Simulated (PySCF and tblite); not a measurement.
Values are calculated unless marked as measured or tabulated.
**Conformers and averaged properties: C6H11Cl, numbered as in [Cl:1][CH:2]1[CH2:3][CH2:4][CH2:5][CH2:6][CH2:7]1**

Free energies: PBE0-D3(BJ)/def2-TZVP on PBE0-D3(BJ)/def2-SVP structures plus GFN2-xTB thermal terms, symmetry and mirror images included. Conformers within 4 kcal/mol (GFN2-xTB free energy) were kept, 5 at most. GIAO shieldings: PBE0/pcSseg-1. Shifts are against TMS (¹H), TMS (¹³C) at the same level; of two unlike H on one atom, a is the less shielded. Codes: tblite and PySCF.

The 6-ring runs over atoms 2–3–4–5–6–7.

```tsv
conformer	shape	symmetry	E(GFN2) kcal/mol	E(DFT) kcal/mol	G(298.15 K) kcal/mol	weight %	dipole D
1	6-ring chair (all substituents equatorial)	Cs	0.00	0.00	0.00	69.1	2.42
2	6-ring chair (Cl1 axial)	Cs	0.50	0.37	0.48	30.9	2.10
```

Weights (%) against temperature:

```
 T (K)     1     2  S(mix) cal/mol/K
   200  74.6  25.4              1.13
   250  71.3  28.7              1.19
298.15  69.1  30.9              1.23
   350  67.4  32.6              1.25
   400  66.2  33.8              1.27
```

Averaged shifts at 298.15 K. ¹H: 3.61 (H2, 1H), 1.80 (H3a/H7a, 2H), 1.73 (H4a/H6a, 2H), 1.45 (H3b/H7b, 2H), 1.33 (H5a, 1H), 1.21 (H5b, 1H), 1.20 (H4b/H6b, 2H) ppm. ¹³C: 64.1 (C2), 38.6 (C3/C7), 27.4 (C5), 26.6 (C4/C6) ppm.

Coordinates of conformer 1 (Å):

```xyz
18

Cl   -2.999    0.805   -0.334
C    -1.369    0.295    0.239
C    -0.362    1.407    0.004
C     1.030    0.977    0.461
C     1.462   -0.323   -0.210
C     0.434   -1.428    0.015
C    -0.958   -0.999   -0.443
H    -1.487    0.123    1.321
H    -0.349    1.642   -1.075
H    -0.687    2.321    0.525
H     1.028    0.838    1.557
H     1.754    1.781    0.254
H     1.576   -0.150   -1.295
H     2.450   -0.637    0.161
H     0.732   -2.349   -0.511
H     0.403   -1.683    1.090
H    -0.963   -0.833   -1.534
H    -1.704   -1.782   -0.236
```

Shifts are unscaled: against experiment ¹³C can be off by 15 ppm or more and ¹H by 0.8 ppm.

Search and properties took 87 s on 1 thread of Arm Neoverse V2, on a host shared with other jobs (rough), launched as `OMP_NUM_THREADS=1 python ens_run.py task.json out`.
